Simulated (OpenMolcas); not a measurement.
Tc2+: moving or changing the point charges

Tc2+ among 6 point charges of -1.7 e arranged as an octahedron (Oh), 2.23 Å from the ion.

| Property | Result |
| --- | --- |
| Program | OpenMolcas |
| Method | CASSCF |
| Basis | ANO-RCC-VDZP [6s5p3d1f] |
| Scalar Hamiltonian | DKH2, point nucleus |
| Active space | 5 electrons in 5 orbitals (4d) |
| State averaging | 2S+1 = 6 even, 1 root; 2S+1 = 4 even, 24 roots; 2S+1 = 2 even, 75 roots |
| Spin-orbit coupling | RASSI with atomic mean-field integrals over the reference wave functions |

Runs around this geometry, states (labels of O, the rotations of Oh). Energies in cm-1 above the lowest state or level, χT in cm3 K/mol; 10Dq and B are least-squares fits to the states below 45000 cm-1, weighted by degeneracy, with a free offset, and given where the rms deviation is under 5 % of |10Dq| (or 100 cm-1) and under 700 cm-1.

```
R (Å)  q (e)  Ground state  10Dq  B (rms of fit)  First gap with spin-orbit (degeneracies)  χT at 300 K  First state of another spin
 2.23   -1.1           6A1  5353       803 (163)                                0.1 (2, 4)        4.377                    4T1 20657
 2.23   -1.7           6A1  8193       803 (272)                                0.2 (2, 4)        4.375                    4T1 17853
 2.34   -1.7           6A1  6626       803 (219)                                0.1 (2, 4)        4.376                    4T1 19452
```

Taking |10Dq| as R^-n, n = -ln(6626 / 8193) / ln(2.34 / 2.23) = 4.4 between the shortest and longest distance. The point-charge formula for a cubic d site gives n = 5.

Scaling the charges by -1.1 / -1.7 = 0.65 scales |10Dq| by 5353 / 8193 = 0.65; with fixed orbitals a first-order splitting would follow the charge.

Without dynamic correlation the repulsion within the d shell is too large (B by tens of per cent), so at a given field states of lower spin stand too high. Point charges give a weaker field than real ligands, and real ions of this kind are as a rule low spin; the high spin found here belongs to the model. Point charges carry no covalency, so the field is a model and not that of real ligands. No measured value stands beside these numbers.
